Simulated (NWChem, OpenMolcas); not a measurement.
From NWChem to OpenMolcas

NWChem 7.3.0 runs this on GeN2H4 (SMILES [NH2][Ge][NH2]):

geh4n2.xyz:
```
7
GeH4N2 gradient
N     -1.179700     0.092100    -0.683900
Ge    -0.069700    -1.237600    -0.102500
N      1.194700    -0.165000     0.665000
H     -2.029900    -0.124000    -1.176400
H     -1.047800     1.084700    -0.566600
H      1.191600     0.842500     0.702200
H      2.002000    -0.560700     1.116500
```

geh4n2.nw:
```
START geh4n2
TITLE "GeH4N2 gradient"
memory total 2200 mb
GEOMETRY noautosym nocenter noautoz
  load format xyz geh4n2.xyz
END
BASIS spherical bse
  N library 3-21G
  Ge library 3-21G
  H library 3-21G
END
SCF
  thresh 1e-08
  maxiter 80
  print medium
END
TASK scf gradient
```

```bash
$ nwchem geh4n2.nw > geh4n2.out
```

The coordinates come from a PBE0-D4/def2-TZVP relaxation. This is one conformer, not always the lowest.

It gives a total energy of -2176.014576 Eh.

**Question.** Translate the job to OpenMolcas 26.06 as an input file of the program's own.

**Answer.** One way, which was run:

mol.inp:
```
* GeH4N2 Hartree-Fock

&gateway
  baslib=$CurrDir
  coord
  7
  angstrom
  N       -1.179700       0.092100      -0.683900
  Ge      -0.069700      -1.237600      -0.102500
  N        1.194700      -0.165000       0.665000
  H       -2.029900      -0.124000      -1.176400
  H       -1.047800       1.084700      -0.566600
  H        1.191600       0.842500       0.702200
  H        2.002000      -0.560700       1.116500
  basis=3-21G
  group=NoSym

&seward

&scf
  thresholds=1e-10 1e-07 1e-07 1e-05
  prorbitals=1 1

&alaska
```

```bash
$ export MOLCAS_MEM=1860
$ pymolcas mol.inp > mol.log
```

(Basis files named in the input come from the Basis Set Exchange and aren't shown.)

Its energy is -2176.014576 Eh, the same as the first but for the last digit, at most.
